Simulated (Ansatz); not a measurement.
Two members of one family (Series SiCl3X), computed with Ansatz in the gas phase. The two geometries come from different levels. Binding counts from free atoms in the multiplicity of their measured ground term, without zero-point energy. The structures are stationary points that may keep the symmetry of their start.

First: SiHCl3 (singlet, charge 0, r2SCAN-D4/def2-SVP geometry).

Cartesian coordinates in Å:
```
Si -0.034 -0.089 -0.071
H -0.458 -1.198 -0.944
Cl -0.470 1.701 -0.967
Cl 1.984 -0.206 0.261
Cl -1.022 -0.207 1.721
```

| level | HOMO (eV) | LUMO (eV) | gap (eV) | binding per atom (eV) |
| --- | --- | --- | --- | --- |
| PBE-D4/def2-SVP | -7.76 | -0.87 | 6.89 | 3.21 |
| BLYP-D4/def2-TZVP | -7.78 | -1.18 | 6.60 | 3.13 |
| r2SCAN-D4/def2-TZVPD | -8.38 | -1.07 | 7.31 | 3.25 |
| B97M-V/def2-TZVP | -8.45 | -0.93 | 7.52 | 3.28 |
| PBE0-D4/def2-TZVP | -9.39 | -0.28 | 9.10 | 3.22 |

Second: SiFCl3 (singlet, charge 0, PBE-D4/def2-SVP geometry).

```xyz
5

Si    0.003    0.046   -0.043
F     0.072    1.228   -1.146
Cl   -0.804    0.810    1.672
Cl    1.901   -0.629    0.297
Cl   -1.171   -1.455   -0.780
```

Question: Estimate the same table for the second.

Answer: 
| level | HOMO (eV) | LUMO (eV) | gap (eV) | binding per atom (eV) |
| --- | --- | --- | --- | --- |
| PBE-D4/def2-SVP | -8.03 | -1.40 | 6.63 | 3.75 |
| BLYP-D4/def2-TZVP | -8.04 | -1.65 | 6.39 | 3.65 |
| r2SCAN-D4/def2-TZVPD | -8.64 | -1.51 | 7.13 | 3.77 |
| B97M-V/def2-TZVP | -8.70 | -1.28 | 7.42 | 3.79 |
| PBE0-D4/def2-TZVP | -9.67 | -0.74 | 8.94 | 3.71 |
